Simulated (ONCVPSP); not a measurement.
# Ti (Z = 22): excitation energies, all-electron against ONCV

Ti (Z = 22), optimised norm-conserving Vanderbilt (ONCV), made with ONCVPSP 4.0.1 (PBEsol, scalar-relativistic). Core [Ne], reference 3s2 3p6 3d2 4s2. Waves: 3s+4s: rc 1.95 bohr, ncon 4, nbas 8, qcut 7.5 1/bohr, 2 projectors; 3p: rc 1.05 bohr, ncon 3, nbas 6, qcut 6.7 1/bohr, 2 projectors, debl 1.6 Ha; 3d: rc 2.60 bohr, ncon 4, nbas 8, qcut 6.9 1/bohr, 2 projectors, debl 3.5 Ha. Local part: polynomial inside 0.80 bohr (lpopt 2, dvloc0 0 Ha). Core correction: polynomial model core, fcfact 0.55.

Energies are relative to the spin-unpolarised reference configuration 3s2 3p6 3d2 4s2; without spin polarisation the order of configurations can differ from experiment.

```csv
valence configuration,charge,ΔE all-electron (eV),error AE − PS (meV)
3s2 3p6 3d2 4s1,+1,7.359,+0.3
3s2 3p6 3d2 4s0,+2,20.830,-4.7
```

Task: What are ΔE and the potential's error for 3s2 3p6 3d1 4s0?

Result: ΔE = 47.727 eV all-electron; the error (AE − PS) is +234 meV.

Task: What are ΔE and the potential's error for 3s2 3p6 3d2 4s0 4p1?

Result: ΔE = 11.138 eV all-electron; the error (AE − PS) is -1.6 meV.

Levels in the configuration 3s2 3p6 3d1 4s0:

| level | all-electron (eV) | pseudo (eV) |
| --- | --- | --- |
| 3s | -94.836 | -94.389 |
| 3p | -70.810 | -70.366 |
| 3d | -34.645 | -33.922 |
